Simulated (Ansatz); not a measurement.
C4H3O (SMILES [c-]1ccoc1), charge -1, singlet, at a GFN2-xTB geometry (a gas-phase anion, which may not be bound at this level). Base run: CCSD/def2-SVP run with Ansatz (a first-principles code).

The Ansatz input:
Ansatz 0.2 input:
```yaml
crystal:
  periodic: [false, false, false]
  atoms:
    - {symbol: O, position_ang: [0.00331424, -0.00072523, 1.15085558]}
    - {symbol: C, position_ang: [-0.00480857, 1.10916172, 0.26448605]}
    - {symbol: C, position_ang: [0.00618756, -1.05863609, 0.30308132]}
    - {symbol: C, position_ang: [-0.00715679, 0.81484723, -1.06555540]}
    - {symbol: C, position_ang: [0.00039392, -0.64547339, -0.98975849]}
    - {symbol: H, position_ang: [-0.00807905, 2.06158188, 0.79005941]}
    - {symbol: H, position_ang: [0.01244746, -2.04160206, 0.76339482]}
    - {symbol: H, position_ang: [0.00142101, -1.33357490, -1.83381975]}
basis:
  gaussian:
    orbitals: def2-SVP
total_charge: -1
magnetization: {spin_polarized: false}
correlation: {method: ccsd}
```

Variants of this job, named by their change:

| change | ΔE vs base (mEh) | MP2 correlation (Eh) | CC correlation without the perturbative part (Eh) | basis functions |
|---|---|---|---|---|
| base | 0.000 | -0.70864 | -0.73308 | 85 |
| electrons = outside_noble_gas | 0.000 | -0.70864 | -0.73308 | 85 |
| lower_state_search = off | 0.000 | -0.70864 | -0.73308 | 85 |
| reference functional = pbe0 | 3.962 | - | -0.75071 | 85 |
| diis_vectors = 4 | 0.000 | -0.70864 | -0.73308 | 85 |
| method = bccd_t | -30.847 | -0.70864 | -0.73134 | 85 |
| method = bccd | 1.738 | -0.70864 | -0.73134 | 85 |
| method = mp2 | 24.440 | -0.70864 | - | 85 |
| diis_vectors = 2 | 0.000 | -0.70864 | -0.73308 | 85 |
| accuracy = high | -0.005 | -0.70864 | -0.73308 | 85 |

A gas-phase anion may not be bound at this level; its values then depend on the basis.
